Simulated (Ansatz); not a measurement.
Species: C₂H₈Si₂, SMILES `[SiH3]/C=C/[SiH3]` (charge 0, multiplicity 1).

Task: Give a relaxed geometry from B3LYP-D3(BJ)/def2-TZVP (Ansatz, a program for electronic structure).

Result: the end point of this relaxation (outside a Z-matrix the atoms follow the SMILES, hydrogens last).
Z-matrix (Å, degrees):
```
C
C 1 1.3387
H 2 1.0901 1 118.18
H 1 1.0901 2 118.18 3 -179.85
Si 1 1.8668 4 117.59 2 -179.90
H 5 1.4818 1 109.06 4 -179.54
H 5 1.4837 6 109.55 3 -121.50
H 5 1.4838 6 109.52 7 -117.92
Si 2 1.8668 3 117.59 1 -179.89
H 9 1.4818 2 109.06 3 -179.44
H 9 1.4837 10 109.55 4 -121.58
H 9 1.4838 10 109.52 11 -117.92
```
